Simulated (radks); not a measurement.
The erbium ion Er59+, configuration [He] 2s2 2p4 7s1 (not the ground configuration).

Method: Dirac Kohn-Sham, PBE, spin-unpolarised, spherical densities, point nucleus; open shells are shared between the two j in proportion to 2j + 1; computed with a radial shooting solver on a logarithmic mesh with Libxc functionals.

Energy parts (Ry):
part                       energy
total                 -16484.6256
kinetic                18742.4403
electron-nucleus      -36047.8901
Hartree                 1024.3537
exchange-correlation    -203.5294

Orbitals (lengths in bohr, moments of r in powers of bohr):
[
 {"orbital": "1s1/2", "occ.": "2", "eigenvalue (Ry)": "-4626.996", "<1/r>": "77.70"},
 {"orbital": "2s1/2", "occ.": "2", "eigenvalue (Ry)": "-1079.094", "<1/r>": "19.23"},
 {"orbital": "2p1/2", "occ.": "1.33333", "eigenvalue (Ry)": "-1055.447", "<1/r>": "19.14"},
 {"orbital": "2p3/2", "occ.": "2.66667", "eigenvalue (Ry)": "-983.2518", "<1/r>": "16.63"},
 {"orbital": "7s1/2", "occ.": "1", "eigenvalue (Ry)": "-77.18712", "<1/r>": "1.331"}
]

The highest occupied level is 7s1/2 at -1050.2 eV. The density falls to 0.001 e/bohr^3 at r = 1.93 bohr.
